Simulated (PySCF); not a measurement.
**Tl⁴⁺: fine-structure interval**

Tl⁴⁺ [Xe] 4f14 5d9 [5d3/2^4 5d5/2^5, M_J = 5/2] → Tl⁴⁺ [Xe] 4f14 5d9 [5d3/2^3 5d5/2^6, M_J = 3/2], as a difference of total energies. Computed with PySCF 2.14 in x2c-QZVPPall-2c (16s16p12d7f1g, 182 functions), with the two-component X2C-1e Hamiltonian. Correlated levels: [Kr] 4d10 4f14 frozen; the 48 highest virtual spinors dropped. "Screened" scales the spin-orbit matrix elements by Boettger's factors to mimic the two-electron term; Breit and QED terms are absent.

```
                    method  fine-structure interval (cm⁻¹)
 GHF (screened spin-orbit)                           19174
GMP2 (screened spin-orbit)                           20083
     GHF (bare spin-orbit)                           22023
```
